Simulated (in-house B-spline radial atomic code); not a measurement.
Relativistic effects in Ga6+, [Ar] 3d7: non-relativistic Hartree-Fock (point nucleus) against Dirac-Hartree-Fock (Fermi nucleus of rms radius 3.9973 fm), both averages of the configuration, computed with an all-electron radial atomic-structure program (B-spline basis).

```json
{"orbital": "1s1/2", "ε NR (Eh)": "-383.26", "ε Dirac (Eh)": "-388.35", "<r> NR (bohr)": "0.04941", "<r> Dirac (bohr)": "0.04858", "change of <r> (%)": "-1.7"}
{"orbital": "2s1/2", "ε NR (Eh)": "-52.666", "ε Dirac (Eh)": "-53.797", "<r> NR (bohr)": "0.2205", "<r> Dirac (bohr)": "0.2166", "change of <r> (%)": "-1.8"}
{"orbital": "2p1/2", "ε NR (Eh)": "-46.988", "ε Dirac (Eh)": "?", "<r> NR (bohr)": "0.1919", "<r> Dirac (bohr)": "?", "change of <r> (%)": "?"}
{"orbital": "2p3/2", "ε NR (Eh)": "-46.988", "ε Dirac (Eh)": "-46.903", "<r> NR (bohr)": "0.1919", "<r> Dirac (bohr)": "0.1915", "change of <r> (%)": "-0.2"}
{"orbital": "3s1/2", "ε NR (Eh)": "-10.526", "ε Dirac (Eh)": "?", "<r> NR (bohr)": "0.6419", "<r> Dirac (bohr)": "?", "change of <r> (%)": "?"}
{"orbital": "3p1/2", "ε NR (Eh)": "-8.5629", "ε Dirac (Eh)": "-8.715", "<r> NR (bohr)": "0.6541", "<r> Dirac (bohr)": "0.6446", "change of <r> (%)": "-1.4"}
{"orbital": "3p3/2", "ε NR (Eh)": "-8.5629", "ε Dirac (Eh)": "-8.5631", "<r> NR (bohr)": "0.6541", "<r> Dirac (bohr)": "0.653", "change of <r> (%)": "-0.2"}
{"orbital": "3d3/2", "ε NR (Eh)": "-5.3622", "ε Dirac (Eh)": "-5.3476", "<r> NR (bohr)": "0.6733", "<r> Dirac (bohr)": "0.6733", "change of <r> (%)": "0.0"}
{"orbital": "3d5/2", "ε NR (Eh)": "-5.3622", "ε Dirac (Eh)": "-5.3257", "<r> NR (bohr)": "0.6733", "<r> Dirac (bohr)": "0.6763", "change of <r> (%)": "+0.5"}
```

Problem. What happens to 3s1/2?

Solution. Its energy goes to -10.728 hartree and <r> to 0.6329 bohr (-1.41 %).

Problem. What happens to 2p1/2?

Solution. Its energy goes to -47.931 hartree and <r> to 0.1881 bohr (-2.01 %).

Problem. What explains the pattern of contraction and expansion?

Solution. Expansion is seen in 3d5/2. The s and p1/2 orbitals contract directly, screen the nucleus better, and so push out orbitals that have little density near the nucleus; spin-orbit coupling adds to this for j = l + 1/2 and opposes it for j = l - 1/2.

Problem. By how much does the total energy change?

Solution. By -19.34 hartree, from -1911.699 to -1931.039.
